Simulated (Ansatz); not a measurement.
Ansatz results at the PBE0-D4/def2-TZVP geometry: HOMO energy (B3LYP/def2-TZVPP) -8.56 eV; HOMO energy (PBE0/def2-TZVPP) -8.84 eV; size of the dipole moment (ωB97M-V/def2-TZVPP) 1.80 D.

Each molecule was computed in one conformer, which needn't be the lowest.

Q: Which molecule gave them?
A. `[S]=[Mo](=[S])([Cl])[Cl]`
B. `[OH][Mo]([OH])([Cl])([Cl])([Cl])[Cl]`
C. `[O]=[Mo]([OH])([OH])([Cl])[Cl]`
D. `C[N]=[Mo](=[O])([F])[Cl]`

A: C. The others give `C[N]=[Mo](=[O])([F])[Cl]`: -8.09, -8.32, 2.94; `[S]=[Mo](=[S])([Cl])[Cl]`: -7.52, -7.77, 0.13; `[OH][Mo]([OH])([Cl])([Cl])([Cl])[Cl]`: -8.43, -8.71, 2.28.

B3LYP here is the variant with VWN-RPA as its local correlation; programs differ in this.
